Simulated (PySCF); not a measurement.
Cartesian coordinates (Å):
SMILES: C[N]C=O
```xyz
8

C     -1.0205    -0.1949     0.1023
N      0.0113     0.3976    -0.6800
C      1.2945     0.2936    -0.2100
O      1.7198    -0.6718     0.3899
H     -1.5952     0.6196     0.5674
H     -0.6343    -0.8460     0.8924
H     -1.7178    -0.7297    -0.5467
H      1.9422     1.1317    -0.5153
```
Charge 0, spin multiplicity 2.

Task: What highest occupied spin orbital, dipole moment and total energy does TPSSh-D3(BJ)/def2-TZVP // PBE0-D3(BJ)/def2-TZVP run with PySCF 2.14.0 give?

Result: 
- highest occupied spin orbital: -6.98 eV
- dipole moment: 2.13 D
- total energy: -208.6220 Ha
